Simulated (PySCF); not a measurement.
```xyz
3
charge 0 multiplicity 1, angstrom
Pb    0.0000    0.0000   -0.3910
Cl    1.9084    0.0000    1.1955
Cl   -1.9084    0.0000    1.1955
```

Level of theory: PBE/[Pb def2-TZVP with ECP60, Cl def2-TZVP], scalar-relativistic core potentials, density fitting, no spin–orbit coupling, PySCF.

This geometry of PbCl2 is a stationary point at this level.

What is the point group?

C2v.

Is it a minimum?

Yes: all harmonic wavenumbers are real.

What are the dipole moment and the gap between the highest occupied and lowest empty levels?

4.31 D and 3.21 eV.

Give the atomic charges and bond orders.


```json
{"atom": "Pb1", "Mulliken": "0.77", "Löwdin": "0.17", "polar tensor": "1.20", "Mayer order to Pb1": "–"}
{"atom": "Cl2,3", "Mulliken": "-0.39", "Löwdin": "-0.09", "polar tensor": "-0.60", "Mayer order to Pb1": "1.02"}
```

What is the atomisation energy, with and without zero-point energy?

781 kJ/mol without, 777 kJ/mol with.

No spin–orbit coupling is included, which matters more the heavier the element.
